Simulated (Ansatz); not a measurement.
Calculated with Ansatz (gas phase, PBE0-D4/def2-TZVP geometries, no zero-point term in ΔE). CCSD(T)/CBS adds triple-zeta CCSD(T) − MP2 to the extrapolated MP2 energy (def2 sets, frozen cores). This one scheme is used for every species. DFT in def2-TZVPP. B3LYP here is the variant with VWN-RPA as its local correlation; programs differ in this. HSE06 is defined as in plane-wave codes. For Ge outer-core shells are correlated without core-valence functions, which leaves a few kJ/mol of doubt a bond. Scalar relativity is left out up to krypton. One conformer a species, not always the lowest.

Reaction (formal exchange of groups at a Ge–F bond): `[OH][GeH]([F])[SiH3]` + SiH₄ → `[OH][GeH]([SiH3])[SiH3]` + H–F

```
             level  ΔE (kcal/mol)  difference from CCSD(T)/CBS
       LDA (SPW92)           11.6                         -1.8
            PBE-D4           11.7                         -1.7
         revPBE-D4           11.7                         -1.7
           BLYP-D4           15.7                          2.3
            B97M-V           17.1                          3.7
           PBE0-D4           11.8                         -1.6
          B3LYP-D4           15.6                          2.2
        r2SCANh-D4           14.9                          1.5
        r2SCAN0-D4           14.4                          1.0
          HSE06-D4           11.7                         -1.7
          BHLYP-D4           16.6                          3.2
      CAM-B3LYP-D4           17.7                          4.3
           ωB97X-V           16.9                          3.5
           ωB97M-V           16.2                          2.8
            B2PLYP           17.3                          3.9
          PBE-QIDH           13.9                          0.5
               PBE           13.1                         -0.3
            revPBE           13.6                          0.2
            r2SCAN           15.7                          2.3
              PBE0           13.1                         -0.3
             B3LYP           17.8                          4.4
           r2SCANh           15.3                          1.9
           r2SCAN0           14.9                          1.5
             HSE06           13.0                         -0.4
             BHLYP           19.0                          5.6
         CAM-B3LYP           19.2                          5.8
           LC-ωPBE           15.8                          2.4
RPA@PBE/def2-TZVPP           15.6                          2.2
       HF/def2-SVP           23.0                          9.6
      MP2/def2-SVP           19.4                          6.0
     CCSD/def2-SVP           19.4                          6.0
  CCSD(T)/def2-SVP           19.0                          5.6
    MP2/def2-TZVPP           14.8                          1.4
SCS-MP2/def2-TZVPP           17.2                          3.8
   CCSD/def2-TZVPP           15.5                          2.1
CCSD(T)/def2-TZVPP           14.8                          1.4
    MP2/def2-QZVPP           14.2                          0.8
SCS-MP2/def2-QZVPP           16.7                          3.3
     MP2/CBS(def2)           13.4                          0.0
    CCSD/CBS(def2)           14.1                          0.7
       CCSD(T)/CBS           13.4                            0
```

Largest T1 diagnostic among the species: 0.013.

The D4 term adds −2.2 kcal/mol with B3LYP and −1.3 kcal/mol with PBE0; it sums over pairs of atoms, weighted by their polarisabilities, and B3LYP, whose exchange is more repulsive, gets the larger term. At CCSD(T), def2-SVP lies +5.6 kcal/mol from the extrapolated value and def2-TZVPP +1.4 kcal/mol. From r2SCAN to r2SCAN0 (25 % exact exchange), in def2-TZVPP and without D4, ΔE moves by −0.7 kcal/mol.
